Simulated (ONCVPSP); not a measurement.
# Scattering properties, ONCV potential for vanadium (V)

```json
{
 "Element": "vanadium (V)",
 "Generator": "ONCVPSP 4.0.1",
 "Type": "optimised norm-conserving Vanderbilt (ONCV)",
 "Functional": "PBEsol",
 "Relativity": "scalar-relativistic",
 "Frozen core": "[Ne]",
 "Valence charge": "13",
 "Reference configuration": "3s2 3p6 3d3 4s1.5 4p0.5",
 "Partial waves": "3s+4s: rc 1.35 bohr, ncon 4, nbas 9, qcut 9.1 1/bohr, 2 projectors; 3p+4p: rc 1.45 bohr, ncon 3, nbas 8, qcut 10.2 1/bohr, 2 projectors; 3d: rc 1.10 bohr, ncon 4, nbas 8, qcut 7.6 1/bohr, local",
 "Local potential": "the d channel",
 "Core correction": "Teter function, fcfact 5.25, rcfact 1.55"
}
```

The phase is arctan(r·R′/R) of the radial function R(r), unwrapped; energies in Ha, scanned from -4 to 5 Ha. A pole is an energy at which the radial function vanishes at the test radius. The pseudo phase is shifted by a multiple of π to meet the all-electron one at the reference energy, and phase errors are pseudo minus all-electron; the curves can meet again beyond the range given. Levels narrower than the energy grid can be missing from the lists of poles. n/a: not evaluated, since a narrow level or a reset projector energy made the automatic matching unsafe.

Q: For each channel, where are the poles, and over which energies does the pseudopotential scatter like the atom?

A:

| channel | radius (bohr) | reference energy (Ha) | poles, all-electron | poles, pseudo | unbroken range about the reference energy with phases within 0.05 rad | phase error 1 Ha above the reference energy (rad) |
| --- | --- | --- | --- | --- | --- | --- |
| s | 1.37 | -0.19 | -1.52 | -1.52 | n/a | n/a |
| p | 1.47 | -0.07 | -0.78 | -0.78 | the whole range | -0.000 |
| d | 1.12 | -0.22 | 2.44 | 2.96 | below 2.7 | +0.011 |

Note: ghosts flagged at negative energy: s at -80.8 eV; no localised positive-energy state flagged. A true bound ghost makes a file unfit for plane-wave use.

Phases in the p channel:

| E (Ha) | all-electron | pseudo |
| --- | --- | --- |
| -3.98 | 1.094 | 1.094 |
| -3.50 | 0.976 | 0.976 |
| -3.02 | 0.737 | 0.737 |
| -2.54 | 0.140 | 0.139 |
| -2.06 | -0.804 | -0.804 |
| -1.58 | -1.281 | -1.281 |
| -1.10 | -1.487 | -1.487 |
| -0.62 | -1.605 | -1.605 |
| -0.14 | -1.692 | -1.692 |
| 0.34 | -1.771 | -1.771 |
| 0.82 | -1.856 | -1.856 |
| 1.30 | -1.963 | -1.963 |
| 1.78 | -2.120 | -2.122 |
| 2.26 | -2.387 | -2.392 |
| 2.74 | -2.869 | -2.883 |
| 3.22 | -3.508 | -3.530 |
| 3.70 | -3.964 | -3.984 |
| 4.18 | -4.212 | -4.228 |
| 4.66 | -4.354 | -4.368 |
